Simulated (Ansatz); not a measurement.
The first iterations of a band of H$_{7}$N$_{2}$PSn (11 atoms, charge 0, multiplicity 1).

The calculation used RKS r2SCAN/def2-SVP in Ansatz 0.2.0.

```json
{"movable images": "9", "climbing image": "yes", "spring": "5.0 eV/Å²", "optimiser": "quadratic models (default)", "start path": "through a guess of the saddle point", "force threshold": "0.03 eV/Å", "iteration limit": "10", "end points": "relaxed"}
```

Initial state:

```xyz
11
Properties=species:S:1:pos:R:3
N -0.961 1.272 0.910
P -0.819 -0.428 0.665
N 0.629 -0.929 1.457
Sn 0.186 -0.526 -1.659
H -0.373 1.955 0.436
H -1.901 1.624 1.067
H 1.470 -0.366 1.329
H 0.500 -1.128 2.449
H -0.861 0.217 -2.804
H 0.532 -2.122 -2.182
H 1.662 0.374 -1.648
```

Final state:

```xyz
11
Properties=species:S:1:pos:R:3
N -0.810 1.712 0.516
P -0.540 0.158 0.506
N 0.625 -0.637 1.503
Sn 0.293 -0.327 -1.803
H -1.589 -0.783 0.817
H -1.236 2.076 1.373
H 0.301 -0.848 2.448
H 1.508 -0.125 1.562
H -0.641 0.523 -2.953
H 0.235 -2.013 -2.109
H 1.920 0.206 -1.840
```

| iteration | highest image above the first end (eV) | largest band force component (eV/Å) |
| --- | --- | --- |
| 1 | 30.302 | 118.621 |
| 2 | 5.000 | 24.112 |
| 3 | 3.133 | 14.223 |

Question: Does the band converge within its limit, and where does its top end?

Answer: It did not converge within its limit. It ended after 10 iterations with the highest image 3.158 eV above the first end. The band didn't meet its force threshold, so its energies are provisional: the largest band force was still 2.00 eV/Å, and over the last iterations the top moved between 2.31 and 3.16 eV. The orbitals stay closed-shell, which can raise the energy where a bond breaks towards radicals; this wasn't checked here.

The run took 6 min on 2 threads of Arm Neoverse V1 (shared host), peak memory 0.18 GiB.
